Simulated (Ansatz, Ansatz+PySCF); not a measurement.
```xyz
4

N     0.0000    0.0000    0.1824
H     1.4038    0.0000   -0.4255
H    -0.7019    1.2157   -0.4255
H    -0.7019   -1.2157   -0.4255
```

Basis set: 6-31G* (spherical functions). Frozen core: 1 orbital. Charge 0, multiplicity 1.

Computed with Ansatz (development build ahead of 0.2.0); each method stands on the lowest determinant of its kind that the runs found. Restricted open shells among the atoms or ions are ROHF, correlated in semicanonical orbitals with singles.

(1) Give the atomization energy at this shape (free ground-state atoms in the same class of orbitals less the molecule, no zero-point energy) of singlet NH3 by UHF-CCSDT(Q), RHF-CCSD(T), UHF-CCSD(T), RHF-MP2, UHF-MP2, UHF, RHF.

Answers

(1)

| method | atomization energy |
| --- | --- |
| UHF-CCSDT(Q) | 5.13 eV |
| RHF-CCSD(T) | 5.12 eV |
| UHF-CCSD(T) | 4.93 eV |
| RHF-MP2 | 4.48 eV |
| UHF-MP2 | 2.96 eV |
| UHF | 1.25 eV |
| RHF | 0.45 eV |

Caution for UHF-CCSDT(Q), UHF-CCSD(T), UHF-MP2: a plain start can end on a higher determinant. Caution for UHF-CCSDT(Q), RHF-CCSD(T), UHF-CCSD(T), RHF-MP2, UHF-MP2: bonds are stretched, where a single reference can fail. Caution for UHF-CCSDT(Q), UHF-CCSD(T), UHF-MP2, UHF: the unrestricted determinant is a mixture of spin states. Caution for RHF-CCSD(T), RHF-MP2, RHF: an unrestricted determinant lies well below. Caution for UHF-CCSD(T), UHF-MP2: another reference gives a lower total. Caution for UHF-CCSD(T): the program doubts this total.
